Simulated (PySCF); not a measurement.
# CaIn⁻: from constants to spectrum

ROHF-MP2 constants of CaIn⁻, ³Σ⁻ (triplet), unpaired electrons π ↑↑ (PySCF, scalar-relativistic core potentials, basis sets Ca def2-SVPD, In def2-SVPD with ECP28; masses 39.9626 and 114.9039 u):

- ωe: 142.1 cm⁻¹
- ωexe: 0.697 cm⁻¹
- Be: 0.056718 cm⁻¹
- αe: 0.000337 cm⁻¹
- D (centrifugal): 3.62e-08 cm⁻¹

(1) Give the vibrational terms G(v) and spacings up to v = 6.

Correlated steps freeze 9 core orbitals. These are scalar-relativistic numbers at best; spin–orbit coupling would shift them, the dissociation energy most. The state was picked by a PBE0 search and need not be the measured ground state.

## Answers

(1) G(v) = ωe(v+½) − ωexe(v+½)².

```tsv
v	G(v) (cm⁻¹)	G(v) − G(v−1)	Bv (cm⁻¹)
0	70.9		0.05655
1	211.6	140.7	0.05621
2	350.9	139.3	0.05588
3	488.8	137.9	0.05554
4	625.3	136.5	0.05520
5	760.5	135.1	0.05486
6	894.2	133.7	0.05453
```
